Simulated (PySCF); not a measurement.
This PySCF input asks for the NMR shieldings of SMILES C1OCC[C@@H](F)C[C@@H]1F, C6H10F2O; the geometry comes from PBE0-D3(BJ)/def2-SVP.

```python
import basis_set_exchange as bse
import numpy as np
from pyscf import gto, dft
from pyscf.prop import nmr

atoms = """
F    -2.075914    1.875365    0.184590
C    -1.157246    0.935626   -0.245761
C    -1.608320   -0.422772    0.250966
C    -0.608803   -1.541077    0.014741
O     0.520544   -1.388764    0.842929
C     1.626019   -0.754655    0.278195
C     1.365751    0.595706   -0.376757
F     1.115268    0.407248   -1.733172
C     0.217806    1.389720    0.225040
H    -1.165401    0.952187   -1.348244
H    -2.570601   -0.669039   -0.226749
H    -1.793189   -0.349765    1.335439
H    -1.073474   -2.504563    0.276730
H    -0.313919   -1.595556   -1.049722
H     2.121496   -1.390228   -0.483847
H     2.339992   -0.613137    1.104296
H     2.298224    1.182565   -0.316380
H     0.273577    1.341663    1.324367
H     0.314948    2.447350   -0.063467
"""
names = dict.fromkeys(["F", "C", "O", "H"], "pcSseg-1")
basis = {el: gto.basis.parse(bse.get_basis(n, elements=[el], fmt="nwchem")) for el, n in names.items()}
mol = gto.M(atom=atoms, basis=basis, charge=0, verbose=0)
mf = dft.RKS(mol, xc="PBE0")
mf.grids.level = 2
mf.grids.alignment = dft.numint.BLKSIZE   # the property module wants whole blocks of grid points
mf.conv_tol = 1e-9
mf.kernel()

calc = nmr.RKS(mf)   # GIAO
C = mf.mo_coeff
Co = C[:, mf.mo_occ > 0]
resp = mf.gen_response(singlet=True, hermi=2)
def vind(x):   # induced exchange potential for any number of trial vectors
    d = np.einsum("pi,xij,qj->xpq", C, 2 * x.reshape(-1, C.shape[1], Co.shape[1]), Co, optimize=True)
    return np.einsum("xpq,pi,qj->xij", resp(d - d.transpose(0, 2, 1)), C, Co, optimize=True).ravel()
mo1, _ = nmr.rhf.solve_mo1(calc, with_cphf=vind)
sigma = calc.kernel(mo1)
for i, s in enumerate(sigma):   # ppm
    print("%2d %-2s %9.2f" % (i, mol.atom_pure_symbol(i), np.trace(s) / 3))
```

Task: What does it print?

Result: 
```
 0 F     382.45
 1 C      96.98
 2 C     144.05
 3 C     120.38
 4 O     296.38
 5 C     108.10
 6 C      92.71
 7 F     369.42
 8 C     146.94
 9 H      26.41
10 H      29.32
11 H      29.41
12 H      27.51
13 H      28.13
14 H      27.38
15 H      27.58
16 H      26.65
17 H      29.46
18 H      28.78
```

These numbers come from an equivalent density-fitted implementation of the same equations, which agrees with the script to about 0.01 ppm for H and up to a few tenths of a ppm for heavy atoms, so last digits may differ.

Task: Turn these shieldings into chemical shifts. Scale: CFCl3 for $^{19}$F (σ = 177.25 ppm); $^{13}$C (σ = 184.41 ppm), $^{1}$H (σ = 31.27 ppm) against TMS; H2O for $^{17}$O (σ = 334.56 ppm) (reference shieldings calculated alike).

Result: Averaging equivalent atoms: F 7: -192.2; F 0: -205.2; C 6: 91.7; C 1: 87.4; C 5: 76.3; C 3: 64.0; C 2: 40.4; C 8: 37.5; O 4: 38.2; H 9: 4.85; H 16: 4.62; H 14: 3.89; H 12: 3.75; H 15: 3.69; H 13: 3.13; H 18: 2.49; H 10: 1.95; H 11: 1.86; H 17: 1.81 ppm. Unscaled 19F shifts against computed CFCl3 carry errors that often reach 10 to 50 ppm. Experimental scales use liquid or dissolved standards, which lie at an offset from isolated H2O (liquid H2O: subtract about 36 ppm).

Size and cost of the density-fitted run: 203 basis functions, 61 s wall time on 1 thread of an Arm Neoverse N1, shared host.
